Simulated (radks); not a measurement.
Question: Spherical quantum dot in the effective-mass picture: electrons in a hard-walled sphere of radius 9.68, with a point charge +1 (a donor) at the centre, all in effective atomic units (hartree* = m*/eps^2 hartree, bohr* = eps/m* bohr), one dielectric constant everywhere. Method: non-relativistic Kohn-Sham, PBE, spin-polarised, spherical densities; computed with a radial shooting solver with Libxc functionals. Levels are named by radial order and angular momentum (1s, 1p, 1d, 2s, ...), and open shells are averaged over m. At N = 1 the configuration is 1s(up 1, down 0). Does electron 2 go into 1s down or 1p up?

Answer: Into 1s down. The total energies of the other choices lie higher by 0.112 hartree* (1p up).
